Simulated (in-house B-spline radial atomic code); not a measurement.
Configurations of Cr V (Cr4+), with energies counted from [Ar] 3d2. All numbers are computed (non-relativistic SCAN, spin-polarised, spherical fractional occupations; point nucleus) with a radial B-spline atomic code at the basis-set limit, not measured. Shells without spins written out take the highest spin.

Occupations are held fixed; configurations that lie above the ionisation limit could autoionise.

```
        configuration  E - E(ref) (eV)  highest orbital  its <r> (bohr)
[Ar] 3d(1 up, 1 down)            1.699            3d up           1.016
         [Ar] 3d1 4d1             39.6            4d up           2.893
     [Ne] 3s2 3p5 3d3           41.795            3d up          0.9998
 [Ne] 3s2 3p5 3d2 4s1           64.072            4s up           2.152
 [Ne] 3s2 3p5 3d2 4p1           71.878            4p up           2.372
 [Ne] 3s2 3p5 3d2 4f1           91.213            4f up           3.376
```

Q: Order these further configurations by energy, lowest first.
A. [Ar] 3d1 4s1
B. [Ne] 3s2 3p(3 up, 2 down) 3d(0 up, 2 down) 4f(1 up, 0 down)
C. [Ne] 3s2 3p(3 up, 2 down) 3d(1 up, 1 down) 4d(1 up, 0 down)
D. [Ar] 3d(1 up, 0 down) 4f(1 up, 0 down)
E. [Ar] 3d1 4p1

A: A (20.833 eV), E (28.541 eV), D (47.636 eV), C (87.098 eV), B (95.296 eV).

Q: How far above the reference does [Ne] 3s2 3p(3 up, 2 down) 3d(0 up, 2 down) 4s(1 up, 0 down) lie?

A: 68.689 eV; its least bound orbital is 4s up with <r> = 2.188 bohr.

Q: How far above the reference does [Ne] 3s2 3p5 3d2 4d1 lie?

A: 83.061 eV; its least bound orbital is 4d up with <r> = 2.865 bohr.
